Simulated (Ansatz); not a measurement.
Geometry optimisation, Ansatz 0.2.0, RKS B3LYP-D4/def2-SVP.

The input (input.yaml):

```yaml
crystal:
  periodic: [false, false, false]
  atoms:
    - { symbol: Si, position_ang: [-0.68436, 0.48502, -0.1967] }
    - { symbol: B, position_ang: [0.83764, -0.53859, 0.52507] }
    - { symbol: I, position_ang: [2.05819, -1.69001, -0.73402] }
    - { symbol: H, position_ang: [-1.66974, -0.39721, -0.84012] }
    - { symbol: H, position_ang: [-0.25492, 1.43841, -1.23061] }
    - { symbol: H, position_ang: [-1.41093, 1.26048, 0.8149] }
    - { symbol: H, position_ang: [1.12412, -0.5581, 1.6615] }
basis:
  gaussian: { orbitals: def2-SVP }
hamiltonian:
  xc: b3lyp
  dispersion: d4
relax:
  f_tol: 0.02
  max_steps: 40
scf:
  lower_state_search: "off"
```

Run as:

```bash
$ ansatz run input.yaml --threads 1 --pin off --max-ram 2048MiB --backend cpu --events-out ev --progress --plain --runs-dir out
```

Task: Where does it end, and by what steps?

Result: It converged. After 4 steps the energy has fallen by 0.066 eV; H7 moved furthest, 0.07 Å.

```
step  energy less start (eV)  largest force component (eV/Å)  accepted
   0                  0.0000                           0.733       yes
   1                 -0.0613                           0.182       yes
   2                 -0.0656                           0.023       yes
   3                 -0.0658                           0.026       yes
   4                 -0.0659                           0.010       yes
```

```xyz
7
Properties=species:S:1:pos:R:3
Si -0.715 0.508 -0.209
B 0.839 -0.536 0.550
I 2.054 -1.691 -0.768
H -1.677 -0.439 -0.853
H -0.220 1.450 -1.258
H -1.445 1.292 0.832
H 1.165 -0.584 1.705
```

The run took 13 s on 1 thread of Arm Neoverse V1 (shared host), peak memory 0.15 GiB.
